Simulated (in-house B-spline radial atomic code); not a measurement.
The numbers below are computed, except where a source is named.
## the scandium ion Sc³⁺ at several levels of theory

Ground configuration [Ne] 3s2 3p6. All numbers come from an all-electron radial atomic-structure program (B-spline basis), all electrons, at the radial basis limit. Mean-field, RPA, GW and linear-response runs are scalar-relativistic (one-electron X2C), no spin-orbit coupling, without Breit or QED terms, open shells spin-polarised at highest spin; the many-body runs on Dirac-Hartree-Fock orbitals are four-component, and their energies hold both.

**Ionisation energy.** The reference is 73.489 eV (NIST, measured). It runs between the lowest fine-structure levels, while the runs without spin-orbit coupling give shell averages, so part of their difference is this splitting, and a close match can be a cancellation.

```tsv
method	value (eV)	minus reference (eV)
minus the highest LDA VWN5 level	64.63	-8.86
minus the highest PBE level	64.59	-8.90
G0W0 on PBE	73.49	0.00
minus the highest r2SCAN level	65.40	-8.09
minus the highest PBE0 level	67.18	-6.31
G0W0 on PBE0	73.69	+0.20
minus the highest B3LYP (VWN-RPA) level	66.69	-6.80
minus the highest CAM-B3LYP level	68.65	-4.84
minus the highest LC-wPBE level	70.04	-3.45
minus the highest Hartree-Fock level	73.63	+0.14
G0W0 on Hartree-Fock	74.11	+0.62
Dirac-Fock + self-energy with TDHF screening (3p3/2)	73.51	+0.02
```

Q: Which methods come closest, and which lies farthest off?

A: Closest: G0W0 on PBE (0.00 eV) and Dirac-Fock + self-energy with TDHF screening (3p3/2) (+0.02 eV). Farthest: minus the highest PBE level (-8.90 eV). The TDHF-screened form was chosen among four for its agreement on 13 closed-shell atoms.

**Static dipole polarisability and C6** of two like species, by linear response (no reference value is at hand):

| method | α (bohr³) | C6 (hartree·bohr⁶) |
| --- | --- | --- |
| LDA VWN5 | 2.164 | 5.735 |
| PBE | 2.157 | 5.72 |
| PBE0 | 2.143 | 5.669 |
| B3LYP (VWN-RPA) | 2.154 | 5.701 |
| CAM-B3LYP | 2.157 | 5.712 |
| LC-wPBE | 2.148 | 5.686 |
| TDHF | 2.129 | 5.621 |
| relativistic RPA (four-component TDHF) | 2.129 | 5.62 |

Q: What mean excitation energy do α and C6 imply in London's formula C6 = (3/4) α² ω?

A: LDA VWN5: ω = 1.633 hartree; relativistic RPA (four-component TDHF): ω = 1.653 hartree. A method that puts the excitations lower gives a larger α and a smaller ω.

Run times on one thread of shared hosts: mean field, RPA, SOSEX and G0W0 on PBE, 1.5 s (Intel Xeon 6975P-C); TDDFT with PBE, 0.9 s (Arm Neoverse N1); removal energies by the self-energy, 10 s (Arm Neoverse V1).
